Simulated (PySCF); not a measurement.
H₄GeO₄, triplet, at a GFN2-xTB geometry (a higher spin typed on purpose: for a closed-shell molecule this is an excited state); B3LYP/STO-3G (PySCF).

The PySCF input:
```python
from pyscf import gto, scf, dft

mol = gto.Mole()
mol.atom = '''
    O     0.56454801    1.24740486   -0.96995823
    Ge    0.04422291    0.16886236    0.33830056
    O    -1.60091917    0.94690224    0.72930254
    O    -0.55088068   -1.38483578   -0.71728077
    O     1.52772682   -1.38680663   -0.25889533
    H    -0.01969660    2.00052797   -1.05198367
    H    -2.18117601    0.52566843    1.35897549
    H    -0.56850998   -2.23841392   -0.28519796
    H     1.83044975   -1.07269546   -1.11275749
'''
mol.basis = 'sto-3g'
mol.spin = 2
mol.verbose = 4
mol.build()

mf = dft.UKS(mol)
mf.xc = 'b3lyp'
mf.grids.prune = dft.gen_grid.sg1_prune
mf.kernel()
mf.analyze()
```

The log (banner, timings and long lists left out):

```
PySCF version 2.14.0

[INPUT] verbose = 4
[INPUT] num. atoms = 9
[INPUT] num. electrons = 68
[INPUT] charge = 0
[INPUT] spin (= nelec alpha-beta = 2S) = 2
[INPUT] symmetry False subgroup None
[INPUT] Mole.unit = angstrom
[INPUT] Symbol           X                Y                Z      unit          X                Y                Z       unit  Magmom
[INPUT]  1 O      0.564548010000   1.247404860000  -0.969958230000 AA    1.066841123068   2.357253551851  -1.832955406968 Bohr   0.0
[INPUT]  2 Ge     0.044222910000   0.168862360000   0.338300560000 AA    0.083569188331   0.319103613148   0.639295406187 Bohr   0.0
[INPUT]  3 O     -1.600919170000   0.946902240000   0.729302540000 AA   -3.025298778866   1.789385900337   1.378182062550 Bohr   0.0
[INPUT]  4 O     -0.550880680000  -1.384835780000  -0.717280770000 AA   -1.041013612514  -2.616960351698  -1.355464209717 Bohr   0.0
[INPUT]  5 O      1.527726820000  -1.386806630000  -0.258895330000 AA    2.886985282953  -2.620684718431  -0.489241268629 Bohr   0.0
[INPUT]  6 H     -0.019696600000   2.000527970000  -1.051983670000 AA   -0.037221179585   3.780449967832  -1.987961023815 Bohr   0.0
[INPUT]  7 H     -2.181176010000   0.525668430000   1.358975490000 AA   -4.121825288372   0.993369365030   2.568091486097 Bohr   0.0
[INPUT]  8 H     -0.568509980000  -2.238413920000  -0.285197960000 AA   -1.074328161282  -4.229989262214  -0.538946035685 Bohr   0.0
[INPUT]  9 H      1.830449750000  -1.072695460000  -1.112757490000 AA    3.459048712279  -2.027100634464  -2.102806899158 Bohr   0.0

nuclear repulsion = 411.960379802974
number of shells = 24
number of NR pGTOs = 126
number of NR cGTOs = 42
basis = sto-3g
ecp = {}

******** <class 'pyscf.dft.uks.UKS'> ********
method = UKS
initial guess = minao
damping factor = 0
level_shift factor = 0
DIIS = <class 'pyscf.scf.diis.CDIIS'>
diis_start_cycle = 1
diis_space = 8
diis_damp = 0
SCF conv_tol = 1e-09
SCF conv_tol_grad = None
SCF max_cycles = 50
direct_scf = True
direct_scf_tol = 1e-13
number electrons alpha = 35  beta = 33
XC library pyscf.dft.libxc version 7.1.2
    S. Lehtola, C. Steigemann, M. J. T. Oliveira, and M. A. L. Marques,  SoftwareX 7, 1–5 (2018)
XC functionals = b3lyp
    P. J. Stephens, F. J. Devlin, C. F. Chabalowski, and M. J. Frisch,  J. Phys. Chem. 98, 11623 (1994)
radial grids:
    Treutler-Ahlrichs [JCP 102, 346 (1995); DOI:10.1063/1.469408] (M4) radial grids

becke partition: Becke, JCP 88, 2547 (1988); DOI:10.1063/1.454033
pruning grids: <function sg1_prune>
grids dens level: 3
symmetrized grids: False
atomic radii adjust function: <function treutler_atomic_radii_adjust>
small_rho_cutoff = 0
Set gradient conv threshold to 3.16228e-05
Traceback (most recent call last):
  File "input.py", line 23, in <module>
  File "<string>", line 2, in kernel
  File "site-packages/pyscf/scf/hf.py", line 2099, in scf
  File "site-packages/pyscf/scf/hf.py", line 132, in kernel
  File "site-packages/pyscf/dft/uks.py", line 42, in get_veff
  File "site-packages/pyscf/dft/uks.py", line 192, in initialize_grids
  File "site-packages/pyscf/dft/rks.py", line 506, in initialize_grids
  File "site-packages/pyscf/dft/gen_grid.py", line 653, in build
  File "<string>", line 6, in gen_atomic_grids
  File "site-packages/pyscf/dft/gen_grid.py", line 318, in gen_atomic_grids
  File "site-packages/pyscf/dft/gen_grid.py", line 81, in sg1_prune
IndexError: index 32 is out of bounds for axis 0 with size 19
```

The program refused the input.
